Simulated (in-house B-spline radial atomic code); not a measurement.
## The argon ion Ar¹⁰⁺: 1s1 2s2 (2p1/2)2 (2p3/2)3 (with a hole in an inner shell)

Level of theory: Dirac-Hartree-Fock, average of the jj configuration, Fermi nucleus of rms radius 3.4274 fm; calculated with a B-spline radial code for spherical atoms.

Effective charges: Z_r = [3n² - l(l+1)]/(2<r>) from the radius, Z_e = n√(-2ε) from the energy, and Slater's rules. Values are occupation-weighted means over j.

| shell | electrons | ε (eV) | <r> (bohr) | Z_r | Z_e | Slater |
| --- | --- | --- | --- | --- | --- | --- |
| 1s | 1 | -3759.6 | 0.08454 | 17.74 | 16.62 | 18.00 |
| 2s | 2 | -627.97 | 0.3816 | 15.72 | 13.59 | 15.05 |
| 2p | 5 | -569.39 | 0.3356 | 14.90 | 12.94 | 15.05 |

The least bound orbital is 2p3/2 at -568.6 eV, while the most diffuse is 2s1/2 (<r> = 0.3816 bohr against 0.3364 bohr): energy order and size order differ. The part-filled 1s shell lies below the filled 2s shell in orbital energy.

For the 1s electron the small component carries 0.423 % of the norm, the zero-frequency Breit interaction raises the level by 0.6328 eV, self-energy by 1.191 eV, and vacuum polarisation lowers it by 0.08346 eV.
